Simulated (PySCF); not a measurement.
C2H5BF2O, SMILES COB(F)CF. Heavy atoms are numbered as in [CH3:1][O:2][B:3]([F:4])[CH2:5][F:6]. Hydrogens are named by the atom that carries them.

Geometry: PBE0-D3(BJ)/def2-SVP. The structure was generated by enumeration, and PubChem lists no compound with its InChIKey, so it may never have been made. The values are those of a single conformer.

Computed with B3LYP/def2-TZVP in PySCF.

Atomic charges (e), one atom of each kind:

```json
[
 {"atom": "C1 (CH3)", "Löwdin": "-0.29", "Mulliken": "-0.16"},
 {"atom": "O2", "Löwdin": "0.36", "Mulliken": "-0.29"},
 {"atom": "B3", "Löwdin": "-0.86", "Mulliken": "0.35"},
 {"atom": "F4", "Löwdin": "0.33", "Mulliken": "-0.25"},
 {"atom": "C5 (CH2)", "Löwdin": "-0.27", "Mulliken": "0.02"},
 {"atom": "F6", "Löwdin": "0.10", "Mulliken": "-0.25"},
 {"atom": "H on C1", "Löwdin": "0.11", "Mulliken": "0.12"},
 {"atom": "H on C5", "Löwdin": "0.15", "Mulliken": "0.10"}
]
```

Give the Mayer and Wiberg (Löwdin basis) orders of the bonds. (An estimate is asked for; the answer gives what the named calculation found.)


| bond | Mayer | Wiberg |
|---|---|---|
| C1–O2 | 0.88 | 1.39 |
| O2–B3 | 1.33 | 1.90 |
| B3–F4 | 1.18 | 2.04 |
| B3–C5 | 1.02 | 1.21 |
| C5–F6 | 0.94 | 1.65 |
